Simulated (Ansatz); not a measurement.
Total energies of SiMe3(NHMe) (C₄H₁₃NSi) from Ansatz at LC-ωPBE/def2-TZVP, gas phase (1 Eh = 27.2114 eV = 2625.5 kJ/mol). The reference geometry is relaxed at PBE-D4/def2-SVP.

```csv
state,geometry,energy (Eh)
charge 0 singlet,reference,-504.42619
charge 1 doublet,reference,-504.11112
free Si atom (triplet),–,-289.26966
free C atom (triplet),–,-37.82224
free H atom (doublet),–,-0.50601
free N atom (quartet),–,-54.56726
```

LC-ωPBE has ω = 0.4 bohr⁻¹.

Work out the vertical ionisation energy to the doublet.

E(charge 1 doublet) − E(charge 0 singlet) = -504.11112 − (-504.42619) = 0.31507 Eh = 8.57 eV. For comparison, −ε of the highest occupied level is 9.12 eV at this level, 0.55 eV more.

What is the binding energy per atom against free atoms?

Atoms: 1 × (-289.26966) + 4 × (-37.82224) + 13 × (-0.50601) + 1 × (-54.56726) = -501.70401 Eh. Binding: -501.70401 − (-504.42619) = 2.72218 Eh = 74.07 eV, or 3.90 eV for each of 19 atoms (no zero-point energy, no counterpoise term).
